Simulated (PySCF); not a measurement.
Computed shifts of a molecule C3H7BO3, KT2/pcSseg-1 (PySCF), GIAO, gas phase, equivalent atoms averaged, in ppm (number of nuclei): ¹³C: 166.8 (1), 26.2 (1), 2.7 (1). ¹H: 4.48 (1), 2.50 (3), 1.17 (3). References: ¹¹B against BF3 (σ = 89.8 ppm); ¹³C against TMS (σ = 185.1 ppm); ¹H against TMS (σ = 31.47 ppm); ¹⁷O against H2O (σ = 330.4 ppm), references at their B3LYP-D3(BJ)/def2-TZVP geometries, non-relativistic. The structure is a stationary point at PBE-D3(BJ)/def2-SVP. Other conformers were not sampled.

Question: Identify the compound among the candidates.
A) CCOB1OCO1
B) CCC1OB(O)O1
C) OB(O)C1(O)CC1
D) CB(O)OC(C)=O

Answer: D, CB(O)OC(C)=O
